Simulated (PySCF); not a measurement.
# `C[C@@H]([S-])[C@H](C#N)C(F)(F)F`: 4 charge schemes on one density

Compound: C₅H₅F₃NS (charge -1).
SMILES with atom numbers: `[CH3:1][C@@H:2]([S-:3])[C@H:4]([C:5]#[N:6])[C:7]([F:8])([F:9])[F:10]` (hydrogens: H11, H12, H13 on C1; H14 on C2; H15 on C4)

Geometry (GFN2-xTB, Å), atoms numbered from 1 in this order:
```xyz
15
C5H5F3NS angstrom
C      1.8541   -0.4890   -0.3888
C      0.7419   -0.1565    0.5906
S      1.1788    1.1381    1.8040
C     -0.4770    0.5203   -0.0295
C     -1.0249    1.3165    1.0891
N     -1.8539    1.8610    1.6943
C     -1.5102   -0.4102   -0.6310
F     -1.9825   -1.3338    0.2204
F     -2.5902    0.2277   -1.1270
F     -1.0189   -1.1188   -1.6832
H      2.1870    0.4179   -0.8920
H      1.5184   -1.2111   -1.1352
H      2.7001   -0.9062    0.1537
H      0.4334   -1.0586    1.1344
H     -0.1604    1.2106   -0.8218
```

Density: PBE0/pcSseg-1 (PySCF); schemes: Mulliken, IAO, Hirshfeld and ESP-fitted. Geometry: GFN2-xTB, one conformer, isolated ion. The pcSseg-1 basis has no diffuse functions, a weakness for an anion.

Task: Atoms with like bonding are taken together and averaged. At which atom do the 4 schemes differ most?

Result: At C7: from +0.257 (Hirshfeld) to +0.859 e (Mulliken), 0.602 e apart.

Task: Do the Mulliken, IAO, Hirshfeld and ESP-fitted schemes agree on where the charge is lowest?

Result: The schemes don't all agree: Mulliken S3 (-0.443); IAO S3 (-0.547); Hirshfeld S3 (-0.433); ESP-fitted N6 (-0.647).

Task: Give the atomic charges in each scheme.

Result: In e; atoms taken as equivalent share a row and are averaged (×n: the atom named and its like, n in all):

```csv
atom,environment,Mulliken,IAO,Hirshfeld,ESP-fitted
C1,methyl carbon,-0.163,-0.418,-0.145,-0.511
C2,sp3 carbon bound to sulfur,-0.363,-0.163,-0.057,-0.001
S3,thiolate sulfur,-0.443,-0.547,-0.433,-0.645
C4,sp3 carbon next to a nitrile,-0.267,-0.184,-0.055,-0.608
C5,nitrile carbon,+0.032,+0.109,+0.006,+0.561
N6,nitrile nitrogen,-0.331,-0.389,-0.354,-0.647
C7,CF3 carbon,+0.859,+0.800,+0.257,+0.731
F8/F9/F10,fluorine of a CF3 group,-0.286,-0.296,-0.110,-0.235
H11/H12/H13,methyl hydrogen,+0.088,+0.128,+0.019,+0.139
H14,methine hydrogen,+0.122,+0.126,+0.010,+0.151
H15,methine hydrogen,+0.150,+0.169,+0.045,+0.258
```

Mean size of the charges over all atoms: ESP-fitted 0.349 e, IAO 0.278 e, Mulliken 0.257 e, Hirshfeld 0.116 e. Each set sums to the total charge, -1, to within 0.001 e. The Mulliken scheme gives each basis function's population to the atom it is centred on and halves the overlap population of two atoms between them.

Some averages cover members that differ in this geometry: F8/F9/F10, ESP-fitted -0.252 to -0.218; F8/F9/F10, Mulliken -0.302 to -0.276 e.

Task: How closely do the schemes follow one another over all atoms?

Result: Correlation coefficient and root-mean-square difference: Mulliken with IAO 0.96, 0.097 e; IAO with Hirshfeld 0.90, 0.198 e; IAO with ESP-fitted 0.90, 0.186 e; Hirshfeld with ESP-fitted 0.85, 0.290 e; Mulliken with Hirshfeld 0.83, 0.206 e; Mulliken with ESP-fitted 0.82, 0.236 e.

Task: How many electrons does the IAO scheme count on C2?

Result: Z − q = 6 − (-0.163) = 6.163.

Task: Sum the charges by element, for elements with more than one atom.

Result: 
```json
{"element": "C", "atoms": "5", "Mulliken": "+0.098", "IAO": "+0.143", "Hirshfeld": "+0.006", "ESP-fitted": "+0.172"}
{"element": "F", "atoms": "3", "Mulliken": "-0.859", "IAO": "-0.887", "Hirshfeld": "-0.329", "ESP-fitted": "-0.706"}
{"element": "H", "atoms": "5", "Mulliken": "+0.536", "IAO": "+0.680", "Hirshfeld": "+0.110", "ESP-fitted": "+0.826"}
```
